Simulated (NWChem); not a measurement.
System: CH₆FNSi; SMILES F[SiH2]NC

Input file for NWChem:

```
start job
memory heap 200 mb stack 900 mb global 1100 mb
geometry units angstroms noautosym nocenter noautoz
  Si    -0.489228    -0.684379    -0.137976
  F      0.754222    -1.683474     0.210104
  N     -0.291657     0.914256     0.429203
  C      0.523737     1.940841    -0.178209
  H     -0.572150    -0.653564    -1.622488
  H     -1.682638    -1.262503     0.533725
  H     -0.568917     1.116551     1.383671
  H      0.021046     2.922601    -0.158398
  H      1.512928     2.058715     0.300929
  H      0.703893     1.695175    -1.236387
end
basis spherical
  Si library 6-31g*
  F library 6-31g*
  N library 6-31g*
  C library 6-31g*
  H library 6-31g*
end
dft
  xc b3lyp
  iterations 150
end
cosmo
  do_cosmo_smd true
  solvent toluene
end
task dft energy
```

Output (shortened):

```
             Northwest Computational Chemistry Package (NWChem) 7.3.0
             --------------------------------------------------------

                             Geometry "geometry" -> ""
                             -------------------------

 Output coordinates in angstroms (scale by  1.889725989 to convert to a.u.)

  No.       Tag          Charge          X              Y              Z
 ---- ---------------- ---------- -------------- -------------- --------------
    1 Si                  14.0000    -0.48922800    -0.68437900    -0.13797600
    2 F                    9.0000     0.75422200    -1.68347400     0.21010400
    3 N                    7.0000    -0.29165700     0.91425600     0.42920300
    4 C                    6.0000     0.52373700     1.94084100    -0.17820900
    5 H                    1.0000    -0.57215000    -0.65356400    -1.62248800
    6 H                    1.0000    -1.68263800    -1.26250300     0.53372500
    7 H                    1.0000    -0.56891700     1.11655100     1.38367100
    8 H                    1.0000     0.02104600     2.92260100    -0.15839800
    9 H                    1.0000     1.51292800     2.05871500     0.30092900
   10 H                    1.0000     0.70389300     1.69517500    -1.23638700

 Effective nuclear repulsion energy (a.u.)     177.3841584582

                                 NWChem DFT Module
                                 -----------------

 Summary of "ao basis" -> "ao basis" (spherical)
 ------------------------------------------------------------------------------
       Tag                 Description            Shells   Functions and Types
 ---------------- ------------------------------  ------  ---------------------
 Si                          6-31g*                  8       18   4s3p1d
 F                           6-31g*                  6       14   3s2p1d
 N                           6-31g*                  6       14   3s2p1d
 C                           6-31g*                  6       14   3s2p1d
 H                           6-31g*                  2        2   2s

 in cosmo_initialize ...
 calling solv_data for solv:toluene

 solvent parameters
 solvname_short: toluene
 solvname_long:  toluene
 dielec:        2.3741
 dielecinf:     2.2383
 nonaqueous SMD model solvent descriptors
 dielec:        2.3741
 sola:          0.0000
 solb:          0.1400
 solc:          0.8570
 solg:         40.2000
 solh:          0.0000
 soln:          1.4961

          ---------------
          -cosmo- solvent
          ---------------
 Cosmo: York-Karplus, doi: 10.1021/jp992097l
 dielectric constant -eps-     =   2.37
 screen = (eps-1)/(eps    )    =   0.57879
 surface charge correction     = lagrangian

   van der Waals surface
 --------------------------

[...]

                                COSMO-SMD solvation results
                                ---------------------------

             internal energy in gas <Psi(g)|H|Psi(g)> =      -485.873821889097
         internal energy in solvent <Psi(s)|H|Psi(s)> =      -485.873606369893
                               delta internal energy  =         0.000215519204 (    0.14 kcal/mol)
   total free energy in solvent <Psi(s)|H+V/2|Psi(s)> =      -485.877387794570
 polarization energy contribution <Psi(s)|V/2|Psi(s)> =        -0.003781424676 (   -2.37 kcal/mol)
    total free energy in solvent including G(SMD-CDS) =      -485.877670083754
                       G(SMD-CDS) energy contribution =        -0.000282289184 (   -0.18 kcal/mol)
     1 M fixed-concentration free energy of solvation =        -0.003848194657 (   -2.41 kcal/mol)

                       DFT Final Molecular Orbital Analysis
                       ------------------------------------

 Vector   19  Occ=2.000000D+00  E=-3.529701D-01
              MO Center= -5.0D-02,  4.8D-01, -1.2D-01, r^2= 3.8D+00
   Bfn.  Coefficient  Atom+Function         Bfn.  Coefficient  Atom+Function
  ----- ------------  ---------------      ----- ------------  ---------------
    36      0.272070   3 N  py               50     -0.210391   4 C  py
     8     -0.179467   1 Si py               37      0.172869   3 N  pz
    22      0.153290   2 F  py               40      0.152927   3 N  py
    51     -0.151402   4 C  pz               62      0.151247   5 H  s
    71      0.151756  10 H  s                23      0.148962   2 F  pz

 Vector   20  Occ=2.000000D+00  E=-3.318273D-01
              MO Center= -6.6D-01, -9.8D-01, -2.9D-01, r^2= 2.6D+00
   Bfn.  Coefficient  Atom+Function         Bfn.  Coefficient  Atom+Function
  ----- ------------  ---------------      ----- ------------  ---------------
    64     -0.322299   6 H  s                62      0.309892   5 H  s
     9     -0.280536   1 Si pz               23      0.261174   2 F  pz
    63     -0.233771   6 H  s                61      0.224829   5 H  s
    27      0.198575   2 F  pz                7      0.151160   1 Si px
    21     -0.137784   2 F  px                5      0.114736   1 Si pz

 Vector   21  Occ=2.000000D+00  E=-2.475239D-01
              MO Center= -1.3D-01,  9.9D-01,  3.0D-01, r^2= 1.9D+00
   Bfn.  Coefficient  Atom+Function         Bfn.  Coefficient  Atom+Function
  ----- ------------  ---------------      ----- ------------  ---------------
    35      0.452666   3 N  px               39      0.387662   3 N  px
    37      0.213626   3 N  pz               70     -0.180866   9 H  s
    36     -0.177718   3 N  py               41      0.176989   3 N  pz
    40     -0.168204   3 N  py               68      0.144603   8 H  s
    69     -0.145106   9 H  s                49     -0.136848   4 C  px

 Vector   22  Occ=0.000000D+00  E= 4.880615D-02
              MO Center= -2.0D-01, -4.2D-01,  5.3D-02, r^2= 4.5D+00
   Bfn.  Coefficient  Atom+Function         Bfn.  Coefficient  Atom+Function
  ----- ------------  ---------------      ----- ------------  ---------------
    11      0.882185   1 Si px               24     -0.468931   2 F  s
    13      0.398035   1 Si pz               38     -0.388090   3 N  s
    66      0.323331   7 H  s                52     -0.300463   4 C  s
    70      0.284551   9 H  s                 7      0.276209   1 Si px
    39     -0.248580   3 N  px               64      0.234334   6 H  s

 Vector   23  Occ=0.000000D+00  E= 5.412367D-02
              MO Center= -5.8D-01, -3.9D-01, -3.2D-02, r^2= 5.2D+00
   Bfn.  Coefficient  Atom+Function         Bfn.  Coefficient  Atom+Function
  ----- ------------  ---------------      ----- ------------  ---------------
    12      1.030059   1 Si py               38     -1.031363   3 N  s
    52     -0.465163   4 C  s                66      0.374499   7 H  s
    13      0.298015   1 Si pz                8      0.275932   1 Si py
    10      0.271458   1 Si s                72      0.229342  10 H  s
    24      0.216138   2 F  s                68      0.194750   8 H  s

 Vector   24  Occ=0.000000D+00  E= 1.010623D-01
              MO Center= -2.0D-03,  5.7D-01, -6.5D-02, r^2= 6.1D+00
   Bfn.  Coefficient  Atom+Function         Bfn.  Coefficient  Atom+Function
  ----- ------------  ---------------      ----- ------------  ---------------
    52      1.561035   4 C  s                13      1.042211   1 Si pz
    68     -0.850676   8 H  s                62      0.776930   5 H  s
    64     -0.668356   6 H  s                72     -0.579266  10 H  s
    70     -0.421340   9 H  s                38     -0.389387   3 N  s
    11     -0.288880   1 Si px                9      0.217958   1 Si pz

     Multipole analysis of the density
     ---------------------------------

     L   x y z        total         alpha         beta         nuclear
     -   - - -        -----         -----         ----         -------
     0   0 0 0     -0.000000    -21.000000    -21.000000     42.000000

     1   1 0 0     -0.248556     -0.553048     -0.553048      0.857541
     1   0 1 0      0.879279      1.205696      1.205696     -1.532112
     1   0 0 1      0.193233     -0.938472     -0.938472      2.070178

     2   2 0 0    -24.500076    -42.566366    -42.566366     60.632656
     2   1 1 0      1.780177     -5.760819     -5.760819     13.301815
     2   1 0 1     -0.862815     -0.002262     -0.002262     -0.858291
     2   0 2 0    -24.040664   -153.858554   -153.858554    283.676443
     2   0 1 1      1.153947      2.715297      2.715297     -4.276647
     2   0 0 2    -22.135711    -26.459231    -26.459231     30.782752
```

Level: B3LYP/6-31G* (spherical d), SMD on the gas-phase geometry. Geometry: optimised at PBE0/def2-SVP. Solvent: toluene.
